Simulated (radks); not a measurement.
Q: These are the eigenvalues of the occupied orbitals of an atom or ion with whole-number occupations (Ry). All-electron calculation, scalar-relativistic Kohn-Sham, PBE, spin-polarised, spherical densities, finite nucleus; Fermi nuclear charge, rms radius of each element as measured or else 0.836 A^(1/3) + 0.57 fm. Program: a radial shooting solver on a logarithmic mesh with Libxc functionals.

| orbital | eigenvalue |
|---|---|
| 1s up | -5054.294 |
| 1s down | -5054.286 |
| 2s up | -1071.964 |
| 2s down | -1071.146 |
| 2p up | -973.3501 |
| 2p down | -972.7091 |
| 3s up | -407.5485 |
| 3s down | -406.6483 |
| 3p up | -378.0758 |
| 3p down | -377.1511 |
| 3d up | -348.9104 |

Which element is it, and in what charge state? The configuration may be excited. Open shells, if any, are filled with parallel spins first.

A: Z = 72, hafnium, charge +52: Hf52+ in [Ar] 3d2. The list shows which subshells hold electrons but not how many an open one holds; the 1s level, -2527.1 hartree, gives Z - s = 71.1 by -(Z - s)^2/2, which with screening and relativity narrows Z to a few neighbours, and the depths of the outer levels then fix element, charge and occupations together.
